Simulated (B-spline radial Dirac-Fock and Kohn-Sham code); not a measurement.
# X-ray form factors of xenon in several charge states

Level of theory: configuration-average Dirac-Fock orbitals; a radial atomic solver.

Configurations: Xe⁹⁺ [Kr] 4d9; Xe¹³⁺ [Kr] 4d5; Xe¹⁴⁺ [Kr] 4d4; Xe¹⁶⁺ [Kr] 4d2; Xe¹⁷⁺ [Kr] 4d1. The first column is f₀ of Xe⁹⁺, the others are differences from it.

```
s (Å⁻¹)    Xe⁹⁺  Δ Xe¹³⁺  Δ Xe¹⁴⁺  Δ Xe¹⁶⁺  Δ Xe¹⁷⁺
      0  45.000   -4.000   -5.000   -7.000   -8.000
   0.05  44.742   -3.924   -4.908   -6.879   -7.866
    0.1  43.985   -3.705   -4.642   -6.528   -7.475
   0.15  42.776   -3.363   -4.226   -5.976   -6.861
    0.2  41.191   -2.929   -3.698   -5.272   -6.075
   0.25  39.318   -2.441   -3.101   -4.471   -5.178
    0.3  37.258   -1.937   -2.481   -3.631   -4.233
   0.35  35.105   -1.450   -1.879   -2.806   -3.302
    0.4  32.947   -1.009   -1.329   -2.042   -2.433
   0.45  30.855   -0.631   -0.853   -1.370   -1.664
    0.5  28.883   -0.325   -0.464   -0.810   -1.016
    0.6  25.427   +0.067   +0.047   -0.043   -0.114
    0.7  22.677   +0.218   +0.257   +0.309   +0.320
    0.8  20.560   +0.216   +0.271   +0.373   +0.419
    0.9  18.919   +0.144   +0.188   +0.283   +0.332
      1  17.593   +0.057   +0.081   +0.140   +0.175
    1.1  16.450   -0.015   -0.012   +0.006   +0.020
    1.2  15.403   -0.063   -0.076   -0.093   -0.098
    1.4  13.428   -0.095   -0.122   -0.178   -0.206
    1.6  11.575   -0.082   -0.108   -0.167   -0.199
```

Values without a named source are computed, but for edge energies of neutral atoms, which are taken from tables.
